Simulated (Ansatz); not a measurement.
Reaction (hydrogenolysis of the Si–Ga bond): `P[SiH2][GaH2]` + H₂ → `[SiH3]P` + `[GaH3]`

Gas-phase electronic energies from Ansatz, PBE0-D4/def2-TZVP geometries. CBS: MP2 limit from def2 TZ/QZ plus the TZ coupled-cluster correction, frozen cores. This one scheme is used for every species. Functionals use def2-TZVPP. B3LYP here is the variant with VWN-RPA as its local correlation; programs differ in this. For Ga outer-core shells are correlated without core-valence functions, which leaves a few kJ/mol of doubt a bond. Scalar relativity is left out up to krypton. Each species was taken in one conformer, which may not be the lowest.

`P[SiH2][GaH2]`:

```xyz
9

P    -0.422    0.750   -1.837
Si    0.307   -0.694   -0.250
Ga    0.535    0.515    1.827
H    -1.697    0.918   -1.234
H    -0.874   -0.255   -2.733
H     1.602   -1.246   -0.736
H    -0.627   -1.844   -0.066
H    -0.715    1.272    2.412
H     1.892    0.584    2.617
```

H₂:

Cartesian coordinates in Å:
```
H 0.114 0.355 0.020
H -0.114 -0.355 -0.020
```

`[SiH3]P`:

```xyz
7

Si    0.223   -0.043   -0.787
P     0.290    0.334    1.436
H     1.306   -1.004   -1.122
H     0.490    1.244   -1.479
H    -1.073   -0.590   -1.266
H    -0.266   -0.932    1.762
H    -0.970    0.991    1.457
```

`[GaH3]`:

Cartesian coordinates in Å:
```
Ga 0.000 0.000 0.000
H 0.874 -1.171 -0.570
H 0.017 0.315 1.536
H -0.892 0.855 -0.966
```

```json
{"level": "BLYP-D4", "ΔE (eV)": "0.08"}
{"level": "B3LYP", "ΔE (eV)": "-0.08"}
```

**Question.** What does CCSD(T)/CBS give? (Best estimate.)

**Answer.** The calculation gave: +0.04 eV. The listed levels differ from it by 0.04, -0.12 eV.

Largest T1 diagnostic among the species: 0.014.

At CCSD(T), def2-SVP lies −0.15 eV from the extrapolated value and def2-TZVPP −0.05 eV. In def2-TZVPP, CCSD(T) changes the Hartree–Fock value by +0.31 eV (the triples alone add +0.05 eV) and MP2 by +0.33 eV. Leaving LDA and LC-ωPBE aside and taking each functional with its dispersion term where it has one, the values, not all of them listed here, spread over 0.24 eV, from B97M-V to revPBE-D4.
